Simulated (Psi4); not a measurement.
C2F4 (SMILES FC(F)=C(F)F), singlet, at a GFN2-xTB geometry; TPSS/STO-3G (Psi4).

Psi4 was given this input:
```
memory 2 GB

molecule {
0 1
C    -0.00105308    0.00248000    0.66437482
C     0.00105308   -0.00248000   -0.66437482
F     0.00273819    1.10118120    1.39657234
F    -0.00717847   -1.09072435    1.40473865
F     0.00717847    1.09072435   -1.40473865
F    -0.00273819   -1.10118120   -1.39657234
}

set {
  basis sto-3g
  dft_nuclear_scheme stratmann
}

energy('tpss')
print_variables()
```

**Question.** Predict the main parts of the log of this Psi4 run.

**Answer.** 
```
   => Loading Basis Set <=

    Name: STO-3G
    Role: ORBITAL
    Keyword: BASIS

         ---------------------------------------------------------
                                   SCF
               by Justin Turney, Rob Parrish, Andy Simmonett
                          and Daniel G. A. Smith
                              RKS Reference
         ---------------------------------------------------------

  ==> Geometry <==

    Molecular point group: ci
    Full point group: Ci

    Geometry (in Angstrom), charge = 0, multiplicity = 1:

       Center              X                  Y                   Z               Mass
    ------------   -----------------  -----------------  -----------------  -----------------
         C           -0.001053080000     0.002480000000     0.664374820000    12.000000000000
         C            0.001053080000    -0.002480000000    -0.664374820000    12.000000000000
         F            0.002738190000     1.101181200000     1.396572340000    18.998403162730
         F           -0.007178470000    -1.090724350000     1.404738650000    18.998403162730
         F            0.007178470000     1.090724350000    -1.404738650000    18.998403162730
         F           -0.002738190000    -1.101181200000    -1.396572340000    18.998403162730

  Running in ci symmetry.

  Rotational constants: A =      0.18468  B =      0.10557  C =      0.06717 [cm^-1]
  Rotational constants: A =   5536.57911  B =   3164.88784  C =   2013.75837 [MHz]
  Nuclear repulsion =  243.612854668461949

  Charge       = 0
  Multiplicity = 1
  Electrons    = 48
  Nalpha       = 24
  Nbeta        = 24

  ==> Algorithm <==

  SCF Algorithm Type is DF.
  DIIS enabled.
  MOM disabled.
  Fractional occupation disabled.
  Guess Type is SAD.
  Energy threshold   = 1.00e-06
  Density threshold  = 1.00e-06
  Integral threshold = 1.00e-12

  ==> Primary Basis <==

  Basis Set: STO-3G
    Blend: STO-3G
    Number of shells: 18
    Number of basis functions: 30
    Number of Cartesian functions: 30
    Spherical Harmonics?: true
    Max angular momentum: 1

  ==> DFT Potential <==

   => LibXC <=

    Version 7.1.2
    S. Lehtola, C. Steigemann, M. J. T. Oliveira, and M. A. L. Marques,  SoftwareX 7, 1–5 (2018) (10.1016/j.softx.2017.11.002)

   => Composite Functional: TPSS <=

    TPSS Meta-GGA XC Functional

    J. Tao, et al., Phys. Rev. Lett., 91, 146401, 2003

    Deriv               =              1
    GGA                 =           TRUE
    Meta                =           TRUE

    Exchange Hybrid     =          FALSE
    MP2 Hybrid          =          FALSE

   => Exchange Functionals <=

    1.0000   XC_MGGA_X_TPSS

   => Correlation Functionals <=

    1.0000   XC_MGGA_C_TPSS

   => LibXC Density Thresholds  <==

    XC_MGGA_C_TPSS:  1.00E-15
    XC_MGGA_X_TPSS:  1.00E-15

   => Molecular Quadrature <=

    Radial Scheme          =       TREUTLER
    Pruning Scheme         =           NONE
    Nuclear Scheme         =      STRATMANN

    Blocking Scheme        =         OCTREE
    BS radius alpha        =              1
    Pruning alpha          =              1
    Radial Points          =             75
    Spherical Points       =            302
    Total Points           =         118374
    Total Blocks           =            952
    Max Points             =            256
    Max Functions          =             28
    Weights Tolerance      =       1.00E-15

   => Loading Basis Set <=

    Name: (STO-3G AUX)
    Role: JKFIT
    Keyword: DF_BASIS_SCF

  ==> Integral Setup <==

  SCF_SUBTYPE=INCORE selected. In-core MEM_DF algorithm will be used.
  Using in-core AOs.

  ==> MemDFJK: Density-Fitted J/K Matrices <==

    J tasked:                   Yes
    K tasked:                    No
    wK tasked:                   No
    Algorithm:                 Core
    Schwarz Cutoff:           1E-12
    Mask sparsity (%):       2.2222
    Fitting Condition:        1E-10

   => Auxiliary Basis Set <=

  Basis Set: (STO-3G AUX)
    Blend: DEF2-UNIVERSAL-JKFIT
    Number of shells: 150
    Number of basis functions: 458
    Number of Cartesian functions: 550
    Spherical Harmonics?: true
    Max angular momentum: 4

  Minimum eigenvalue in the overlap matrix is 3.0198175669E-01.
  Reciprocal condition number of the overlap matrix is 1.3757716506E-01.
    Using symmetric orthogonalization.

  ==> Pre-Iterations <==

  SCF Guess: Superposition of Atomic Densities via on-the-fly atomic UHF (no occupation information).

   -------------------------
    Irrep   Nso     Nmo
   -------------------------
     Ag        15      15
     Au        15      15
   -------------------------
    Total      30      30
   -------------------------

  ==> Iterations <==

                           Total Energy        Delta E     RMS |[F,P]|

   @DF-RKS iter SAD:  -467.76657945214947   -4.67767e+02   0.00000e+00
   @DF-RKS iter   1:  -468.84364922536855   -1.07707e+00   9.31299e-03 DIIS/ADIIS
   @DF-RKS iter   2:  -468.81590753999035    2.77417e-02   1.45253e-02 DIIS/ADIIS
   @DF-RKS iter   3:  -468.87127717163725   -5.53696e-02   3.29372e-04 DIIS/ADIIS
   @DF-RKS iter   4:  -468.87130858617434   -3.14145e-05   2.01369e-05 DIIS
   @DF-RKS iter   5:  -468.87130869106244   -1.04888e-07   4.03470e-07 DIIS
  Energy and wave function converged.

  ==> Post-Iterations <==

   Electrons on quadrature grid:
      Ntotal   =   47.9999758946 ; deviation = -2.411e-05

    Orbital Energies [Eh]
    ---------------------

    Doubly Occupied:

[...]
    Virtual:

[...]
    Final Occupation by Irrep:
             Ag    Au
    DOCC [    12,   12 ]
    NA   [    12,   12 ]
    NB   [    12,   12 ]

  @DF-RKS Final Energy:  -468.87130869106244

   => Energetics <=

    Nuclear Repulsion Energy =            243.6128546684619494
    One-Electron Energy =               -1138.9519058364153352
    Two-Electron Energy =                 479.5426016169818695
    DFT Exchange-Correlation Energy =     -53.0748591400909291
    Empirical Dispersion Energy =           0.0000000000000000
    VV10 Nonlocal Energy =                  0.0000000000000000
    Total Energy =                       -468.8713086910624384

Computation Completed

Properties will be evaluated at   0.000000,   0.000000,   0.000000 [a0]

Properties computed using the SCF density matrix

 Multipole Moments:

 ------------------------------------------------------------------------------------
     Multipole            Electronic (a.u.)      Nuclear  (a.u.)        Total (a.u.)
 ------------------------------------------------------------------------------------

 L = 1.  Multiply by 2.5417464519 to convert [e a0] to [Debye]
 Dipole X            :          0.0000000            0.0000000            0.0000000
 Dipole Y            :          0.0000000            0.0000000            0.0000000
 Dipole Z            :          0.0000000           -0.0000000           -0.0000000
 Magnitude           :                                                    0.0000000

 ------------------------------------------------------------------------------------

  Variable Map:
  ----------------------------------------------------------------------------
[...]
  Array Variable Map:
  ----------------------------------------------------------------------------
[...]
[...]
```
